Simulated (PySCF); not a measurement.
## Radial density of Ar⁺ (argon, charge +1)

UHF, [Ne] 3s2 3p5, 2P determinant. All numbers are calculated (PySCF 2.14, the spin-free X2C one-electron Hamiltonian (Gaussian nucleus), in cc-pVTZ-DK (5s4p2d1f, 34 functions)).

```
r (bohr)  4πr²ρ (e/bohr)  4πr²(ρα − ρβ)
 0.00174          0.1695         0.0000
 0.00292          0.4364         0.0000
 0.00491           1.100         0.0001
 0.00826           2.660         0.0001
  0.0139           5.966         0.0004
  0.0234           11.76         0.0011
  0.0393           18.60         0.0046
  0.0661           20.68         0.0198
   0.111           15.66         0.0722
   0.187           16.48         0.1589
   0.315           20.97         0.1202
   0.529           9.640         0.0066
   0.890           4.541         0.5011
    1.50           4.737         0.6903
    2.52          0.9620         0.1378
    4.24         0.03086         0.0033
```

Densities and radii are taken from the X2C orbitals without a picture-change correction, which distorts them close to the nucleus.
